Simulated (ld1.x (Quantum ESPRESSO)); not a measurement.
## What one change does to a pseudopotential (Sn (Z = 50), TM)

* Element: Sn
* Generator: ld1.x (Quantum ESPRESSO) 7.5
* Type: norm-conserving Troullier–Martins (Kleinman–Bylander form)
* Functional: PBE
* Relativity: scalar-relativistic
* Frozen core: [Kr] 4d10
* Valence charge: 4
* Reference configuration: 5s2 5p1 (charge +1)
* Partial waves: 5s (bound): rc 1.70 bohr; 5p (bound): rc 2.05 bohr; 5d channel at 0.05 Ry: rc 2.00 bohr
* Local potential: all-electron potential smoothed inside 1.55 bohr (lloc = -2)
* Core correction: a·sin(br)/r model core, default radius (core density twice the valence density)

Change: reference 5s2 5p2.

Cutoffs: the cutoffs (Ry, on a coarse ladder) from which the occupation-weighted sum of valence levels, in a spherical-Bessel basis at the reference potential, stays within 10 and 1 mRy of its value at 400 Ry; they do not see the model core or the augmentation charge, which bear on the density cutoff. Errors are all-electron minus pseudo energies relative to the spin-unpolarised reference configuration.

Task: What does the change do?

Result: The potential gets neither clearly harder nor softer (25 Ry and 55 Ry → 25 Ry and 55 Ry); the bound ghosts move from d, s to d.

| quantity | base | changed |
| --- | --- | --- |
| cutoff, loose | 25 Ry | 25 Ry |
| cutoff, tight | 55 Ry | 55 Ry |
| bound ghosts | d, s | d |
| largest error over its own tests, meV | -170 | -225 |
| s: phases at 2.24 bohr within 0.05 rad from the reference energy up to (Ry; the scan ends near 5) | -0.8 | -0.2 |
| p: phases at 2.24 bohr within 0.05 rad from the reference energy up to (Ry; the scan ends near 5) | 0.5 | 0.8 |
| d: phases at 2.24 bohr within 0.05 rad from the reference energy up to (Ry; the scan ends near 5) | 0.6 | 0.7 |

 A true bound ghost makes a file unfit for plane-wave use even where its test errors are small: the radial tests pick states by their node count and pass the ghost by.
